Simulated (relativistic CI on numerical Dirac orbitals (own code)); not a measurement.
Hyperfine structure of Ru12+, mass number 99

Method of calculation: Dirac-Coulomb-Breit CI, orbitals from a KLI potential per configuration, QED by a radiative potential, unscaled Slater integrals (own radial code, finite nucleus).

Configuration list (outside the closed core [Ar] 3d10): 4s²4p², 4s4p³, 4p⁴, 4s²4p4d, 4s4p²4d, 4s²4p4f, 4s4p²4f, 4p³4d, 4s4p4d², 4s²4p5s, 4s²4d4f, 4s²4p5p, 4s²4d², 4s4d³, 4s4d²4f, 4p²4d², 4p4d³, 4p4d²4f, 4p4d²5s, 4s²4f², 4s4d4f², 4s4f³, 4s²4d5s, 4s4d²5s, 4s4d4f5s. Double excitations out of closed p, d and f shells are left out; levels of such configurations are missing from the list, as are those of other unlisted configurations, and high levels can miss mixing partners. These lack a partner that the ground configuration has and come out too high: 4s²4p5p.

Nuclear spin I = 5/2, μ = -0.641 μN, Q = 0.079 b (tables of Stone and Pyykkö). The electronic factors are computed for point nuclear moments, without core polarisation or the Bohr-Weisskopf and QED corrections.

```tsv
Level	E (cm⁻¹)	A (MHz)	B (MHz)
4s²4p² ³P1	25164	236	386
4s²4p² ³P2	36991	-2688	1.32
4s²4p² ¹D2	73582	-1687	762
4s4p³ ⁵S°2	234990	-7179	36.4
4s4p³ ³D°1	293241	4078	571
4s4p³ ³D°2	295142	-4759	927
4s4p³ ³D°3	305164	-6542	-56.4
4s4p³ ³P°1	339897	-8208	-594
```

Levels with J = 0, under 50 % of one LS term, or S terms without an open s electron are left out. Small factors come from cancelling terms and can be off by tens of per cent or more.

At this charge energies of transitions that change n are usually good to better than 1 %, and those within a shell (Δn = 0) to a few per cent.

**Question.** Give the hyperfine levels of 4s²4p² ³P2 relative to its centre of gravity.

**Answer.** With K = F(F + 1) − I(I + 1) − J(J + 1), E = AK/2 + B[¾K(K + 1) − I(I + 1)J(J + 1)]/[2I(2I − 1)J(2J − 1)]: F = 1/2: 18820, F = 3/2: 14790, F = 5/2: 8065, F = 7/2: -1345, F = 9/2: -13440 MHz.

LS names give the leading component of a level, which can be under half, so a name can repeat, a term be missing and a line seem to break the LS rules.
